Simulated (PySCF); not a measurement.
Polarisability and C₆ of Kr⁺ (krypton, charge +1)

[Ar] 3d10 4s2 4p5, 2P determinant. Calculation: PySCF 2.14, in aug-cc-pVQZ-PP with ECP10MDF (7s6p5d3f2g, 89 functions); scalar relativity through the core potential. Coupled (time-dependent) response in atomic units; α is the mean over directions.

| method | mean α (bohr³) | α xx, yy, zz | C₆ (like pair) | S(−4) |
| --- | --- | --- | --- | --- |
| UHF | 10.55 | 10.24, 10.71, 10.71 | 64.36 | 19.96 |
| PBE | 11.10 | 10.61, 11.35, 11.35 | 68.43 | 23.28 |
| PBE0 | 10.85 | 10.43, 11.07, 11.07 | 66.55 | 21.74 |
| TPSSh | 10.88 | 10.44, 11.10, 11.10 | 67.12 | 21.67 |

S(−4) is the Cauchy moment in α(ω) = α(0) + S(−4) ω² + …

Spin-orbit coupling is absent.

α(iu) at UHF:

```json
{"u (hartree)": "0", "α(iu) (bohr³)": "10.55"}
{"u (hartree)": "0.0500", "α(iu) (bohr³)": "10.50"}
{"u (hartree)": "0.100", "α(iu) (bohr³)": "10.36"}
{"u (hartree)": "0.200", "α(iu) (bohr³)": "9.819"}
{"u (hartree)": "0.300", "α(iu) (bohr³)": "9.049"}
{"u (hartree)": "0.500", "α(iu) (bohr³)": "7.287"}
{"u (hartree)": "0.750", "α(iu) (bohr³)": "5.355"}
{"u (hartree)": "1.00", "α(iu) (bohr³)": "3.956"}
{"u (hartree)": "1.50", "α(iu) (bohr³)": "2.323"}
{"u (hartree)": "2.00", "α(iu) (bohr³)": "1.508"}
{"u (hartree)": "3.00", "α(iu) (bohr³)": "0.7873"}
{"u (hartree)": "5.00", "α(iu) (bohr³)": "0.3399"}
```

For an ion, C₆ is the dispersion term alone; charge-induced terms of lower order in 1/R come first.

The components differ because the open shell of this determinant is not spherical; for a pure term their mean is the scalar polarisability.

Energies and moments cover only the electrons outside the core potential.
